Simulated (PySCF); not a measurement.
Species: C₇H₈S (charge +1 and doublet state).
Numbering: `[CH:1]#[C:2][C:3]1=[CH:4][S+:5][CH2:6][C@@H:7]1[CH3:8]` (hydrogens: H9 on C1; H10 on C4; H11, H12 on C6; H13 on C7; H14, H15, H16 on C8)

Geometry (GFN2-xTB, Å), atoms numbered from 1 in this order:
```
atom  x, y, z in Å
C1     2.9537   -0.4285   -0.8603
C2     1.8544    0.0291   -0.6535
C3     0.5744    0.5227   -0.4242
C4     0.2789    1.8611   -0.3791
S5    -1.3514    2.2294   -0.1069
C6    -1.8370    0.4797   -0.0407
C7    -0.5854   -0.3897   -0.1823
C8    -0.3463   -1.2619    1.0617
H9     3.9163   -0.8159   -1.0395
H10    0.9928    2.6575   -0.5036
H11   -2.3490    0.3146    0.9088
H12   -2.5604    0.3121   -0.8403
H13   -0.6868   -1.0661   -1.0398
H14   -1.1890   -1.9306    1.2117
H15   -0.2228   -0.6430    1.9473
H16    0.5500   -1.8616    0.9292
```

Theory: UKS B3LYP, pcH-1 on C H S, non-relativistic, mean-field spin-orbit, GIAO (PySCF). Geometry: GFN2-xTB; no solvent, vibrations or thermal averaging. A GFN2-xTB geometry isn't a minimum of the functional, and hyperfine couplings can be far from their values at a DFT geometry, by a factor of two or more for some ions and for spin on atoms past the first row. No stability test was run, so a lower SCF solution isn't excluded.

(1) The isotropic 1H couplings, averaged over equivalent nuclei, are +52.6, +49.3, +40.8, -23.4, -6.5, -0.8 MHz. Assign them to H9; H10; H11; H12; H13; H14/H15/H16.

Results:

(1) 
```json
{"site": "H9", "a_iso (MHz)": "-23.4", "ρ(0) (bohr⁻³)": "-0.0052", "position": "1 bond from C1", "distance from S5 (Å)": "6.16", "bound to": "C1", "spin population there": "+0.29", "largest |T| (MHz)": "12.9"}
{"site": "H10", "a_iso (MHz)": "-6.5", "ρ(0) (bohr⁻³)": "-0.0015", "position": "2 bonds from C3", "distance from S5 (Å)": "2.42", "bound to": "C4", "spin population there": "+0.04", "largest |T| (MHz)": "7.0"}
{"site": "H11", "a_iso (MHz)": "+40.8", "ρ(0) (bohr⁻³)": "+0.0091", "position": "2 bonds from S5", "distance from S5 (Å)": "2.39", "bound to": "C6", "spin population there": "-0.02", "largest |T| (MHz)": "4.3"}
{"site": "H12", "a_iso (MHz)": "+49.3", "ρ(0) (bohr⁻³)": "+0.0110", "position": "2 bonds from S5", "distance from S5 (Å)": "2.38", "bound to": "C6", "spin population there": "-0.02", "largest |T| (MHz)": "4.4"}
{"site": "H13", "a_iso (MHz)": "+52.6", "ρ(0) (bohr⁻³)": "+0.0118", "position": "2 bonds from C3", "distance from S5 (Å)": "3.49", "bound to": "C7", "spin population there": "-0.02", "largest |T| (MHz)": "3.9"}
{"site": "H14/H15/H16", "a_iso (MHz)": "-0.8", "ρ(0) (bohr⁻³)": "-0.0002", "position": "3 bonds from C3", "distance from S5 (Å)": "4.23", "bound to": "C8", "spin population there": "+0.02", "largest |T| (MHz)": "2.5"}
```

ρ(0) is the spin density at the nucleus and T the dipolar tensor; a_iso includes a spin–orbit part; entries for several nuclei are means. The Mulliken spin populations are largest on S5 (+0.44), C3 (+0.30), C1 (+0.29) and C2 (-0.10). Three atoms exceed +0.15. The positive populations add up to 1.15 and the negative ones to -0.15, together 2S = 1. Main spin sites, with 60 % or more of the largest population: C1, C3, S5; positions count bonds from the nearest.

Means are taken over nuclei equivalent by connectivity, which assumes that they swap fast.

S5, the radical centre as drawn in `C#CC1=C[S+]C[C@@H]1C`, holds a spin population of +0.44 out of 1.
